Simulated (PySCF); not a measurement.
**C₆ coefficients of unlike pairs at B97-3**

Calculated with PySCF 2.14 from the dipole response of each species, C₆(A,B) = (3/π) ∫ α_A(iu) α_B(iu) du, in atomic units, from isotropic polarisabilities. For ions this is the dispersion term alone; charge-induced terms of lower order in 1/R come first.

| species | configuration | basis | relativity | α (bohr³) | C₆ (like pair) |
| --- | --- | --- | --- | --- | --- |
| Si+ | [Ne] 3s2 3p1 (2P) | x2c-QZVPPall with one added diffuse shell each of s, p, d, f type (10s7p5d3f1g) | spin-free X2C | 19.06 | 101.0 |
| S+ | [Ne] 3s2 3p3 (4S) | dyall-av2z (13s9p2d) | none | 11.13 | 56.36 |
| Tl+ | [Xe] 4f14 5d10 6s2 (1S) | aug-cc-pVQZ-PP with ECP60MDF (7s7p5d3f2g) | core potential | 20.72 | 164.5 |
| Bi | [Xe] 4f14 5d10 6s2 6p3 (4S) | aug-cc-pVTZ-PP with one added diffuse shell each of d, f type with ECP60MDF (6s5p5d3f) | core potential | 52.00 | 619.3 |

(1) Estimate C₆ for Tl+ with Si+.

No spin-orbit coupling is included, so Bi, close to jj coupling, stand for model states.

The other pairs:

```
   pair     C₆
Bi, Si+  249.3
Bi, Tl+  309.6
 Bi, S+  179.9
Tl+, S+  95.71
S+, Si+  73.32
```

Answers

(1) The integral gives 125.4. The combination rule 2 C_A C_B / (C_A α_B/α_A + C_B α_A/α_B) gives 127.2 and the geometric mean 128.9.
